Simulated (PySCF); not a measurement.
# Radial density of B²⁺ (boron, charge +2)

M06, [He] 3d1, 2D determinant (an excited configuration). Calculation: PySCF 2.14, in dyall-av3z; the spin-free X2C one-electron Hamiltonian (Gaussian nucleus).

```
r (bohr)  4πr²ρ (e/bohr)  4πr²(ρα − ρβ)
 0.00429         0.01578         0.0000
 0.00721         0.04303         0.0000
  0.0121          0.1154         0.0000
  0.0204          0.3000         0.0000
  0.0343          0.7401        -0.0001
  0.0577           1.664        -0.0001
  0.0971           3.176        -0.0002
   0.163           4.676        -0.0003
   0.275           4.612        -0.0001
   0.462           2.311         0.0006
   0.777          0.3904         0.0073
    1.31         0.08020         0.0702
    2.20          0.2764         0.2763
    3.70          0.2671         0.2671
    6.22         0.04038         0.0404
    10.5       0.0002495         0.0002
```

Densities and radii are taken from the X2C orbitals without a picture-change correction, which distorts them close to the nucleus.

The outer electron is Rydberg-like, and this basis confines it to a smaller radius and binds it less than a complete one would.
